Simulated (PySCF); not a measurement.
# From a computed spectrum to the compound

A species of 5 atoms with charge -1 has these harmonic modes (PBE0, small Gaussian bases with core potentials, PySCF 2.14.0):

```json
{"cm⁻¹": "114", "km/mol": "0.0", "symmetry": "e"}
{"cm⁻¹": "114", "km/mol": "0.0", "symmetry": "e"}
{"cm⁻¹": "123", "km/mol": "38.9", "symmetry": "t2"}
{"cm⁻¹": "123", "km/mol": "38.9", "symmetry": "t2"}
{"cm⁻¹": "123", "km/mol": "38.9", "symmetry": "t2"}
{"cm⁻¹": "520", "km/mol": "132.8", "symmetry": "t2"}
{"cm⁻¹": "520", "km/mol": "132.8", "symmetry": "t2"}
{"cm⁻¹": "520", "km/mol": "132.8", "symmetry": "t2"}
{"cm⁻¹": "540", "km/mol": "0.0", "symmetry": "a1"}
```

Q: Which species is it, and in which structure?

A: [ErF4]− (singlet in the valence; each metal's 4f electrons, 11 of them, lie in its core potential, out of spins and levels):
```xyz
5

Er    0.0000    0.0000    0.0000
F     1.1819    1.1819    1.1819
F    -1.1819   -1.1819    1.1819
F     1.1819   -1.1819   -1.1819
F    -1.1819    1.1819   -1.1819
```
Ideal gas at 298.15 K and 1 bar: S = 358.6 J/(mol K), Cp = 93.7 J/(mol K), H − H(0 K) = 21.2 kJ/mol (rigid rotor, harmonic modes, spin degeneracy alone, that of the 4f electrons in the core included). An lcecp potential fixes the number of 4f electrons, so in runs with it no electron can move into or out of that shell.
 This is one of several that fit.
